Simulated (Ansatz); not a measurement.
`[CH3][GeH]([NH2])[Cl]` → `[CH2]` (triplet) + `[NH2][GeH2][Cl]` at 500 K and 1 bar (formal loss of a carbene).

Isolated molecules relaxed with PBE0-D4/def2-TZVP in Ansatz; ΔE leaves out vibrations. CCSD(T)/CBS adds triple-zeta CCSD(T) − MP2 to the extrapolated MP2 energy (def2 sets, frozen cores). This one scheme is used for every species. Triplets are unrestricted, without spin–orbit coupling. For Ge outer-core shells are correlated without core-valence functions, which leaves a few kJ/mol of doubt a bond. Scalar relativity is left out up to krypton. One conformer a species, not always the lowest.

```json
{"species": "`[CH3][GeH]([NH2])[Cl]`", "CCSD(T)/CBS energy (Eh)": "-2632.32972", "H − E (kJ/mol)": "235.5", "S (J/(mol·K))": "409.9"}
{"species": "`[CH2]` (triplet)", "CCSD(T)/CBS energy (Eh)": "-39.09499", "H − E (kJ/mol)": "62.7", "S (J/(mol·K))": "213.9"}
{"species": "`[NH2][GeH2][Cl]`", "CCSD(T)/CBS energy (Eh)": "-2593.05183", "H − E (kJ/mol)": "148.2", "S (J/(mol·K))": "353.4"}
```

H − E and S are ideal-gas, rigid-rotor, harmonic terms from PBE0-D4/def2-TZVP, for one conformer and one mirror image of each species, with the whole ground term of open shells counted as degenerate. 1 Eh = 2625.50 kJ/mol, R = 8.31446 J/(mol·K).

Question: By hand: ΔE, ΔH, ΔS and ΔG.

Answer: ΔE = (-39.09499) + (-2593.05183) − (-2632.32972) = 0.18290 Eh = 480.2 kJ/mol. Δ(H − E) = 62.7 + 148.2 − 235.5 = -24.6, so ΔH = 455.6 kJ/mol. ΔS = 213.9 + 353.4 − 409.9 = 157.4 J/(mol·K). ΔG = 455.6 − 500 × (157.4)/1000 = 376.9 kJ/mol.

Question: By hand: the equilibrium constant, and the temperature at which ΔG would vanish if ΔH and ΔS stayed fixed.

Answer: log₁₀ K = −ΔG/(RT ln 10) = -39.4. ΔG = 0 at ΔH/ΔS = 2895 K, far beyond where these terms or the molecules hold.

The number of gas molecules changes by +1, which sets the sign of ΔS. A doubt of 5 kJ/mol in ΔE shifts log₁₀ K by 0.5 here. Other conformers and mirror images would add mixing entropy, several J/(mol·K) or more a flexible species. A triplet takes part, so the spin changes. These are equilibria of isolated gas molecules and say nothing of rates. Largest T1 diagnostic: 0.011 (customary marks: 0.02 for closed shells, 0.045 for open ones).
